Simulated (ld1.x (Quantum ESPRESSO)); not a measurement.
**Configuration tests for oxygen (O) (TM)**

```
Element                 : O (Z = 8)
Generator               : ld1.x (Quantum ESPRESSO) 7.5
Type                    : norm-conserving Troullier–Martins (Kleinman–Bylander form)
Functional              : PBE
Relativity              : scalar-relativistic
Frozen core             : [He]
Valence charge          : 6
Reference configuration : 2s2 2p4
Partial waves           : 2s (bound): rc 0.80 bohr; 3d channel at -0.1 Ry: rc 1.05 bohr; 2p (bound): rc 1.00 bohr
Local potential         : the p channel
Core correction         : a·sin(br)/r model core inside 0.40 bohr
```

Energies are relative to the spin-unpolarised reference configuration 2s2 2p4; without spin polarisation the order of configurations can differ from experiment.

```json
{"valence configuration": "2s2 2p3", "charge": "+1", "ΔE all-electron (eV)": "16.431", "error AE − PS (meV)": "-0.4"}
{"valence configuration": "2s2 2p2", "charge": "+2", "ΔE all-electron (eV)": "50.017", "error AE − PS (meV)": "+20"}
{"valence configuration": "2s2 2p1", "charge": "+3", "ΔE all-electron (eV)": "103.886", "error AE − PS (meV)": "+143"}
{"valence configuration": "2s2 2p0", "charge": "+4", "ΔE all-electron (eV)": "180.791", "error AE − PS (meV)": "+577"}
{"valence configuration": "2s0 2p6", "charge": "0", "ΔE all-electron (eV)": "29.937", "error AE − PS (meV)": "+37"}
```

(1) What are ΔE and the potential's error for 2s2 2p3.5?

(2) What are ΔE and the potential's error for 2s2 2p4.3?

Levels in the configuration 2s2 2p3.5:

```tsv
level	all-electron (eV)	pseudo (eV)
2s	-31.392	-31.396
2p	-16.278	-16.278
```

Results:

(1) ΔE = 6.286 eV all-electron; the error (AE − PS) is -0.5 meV.

(2) ΔE = -2.123 eV all-electron; the error (AE − PS) is +0.1 meV.
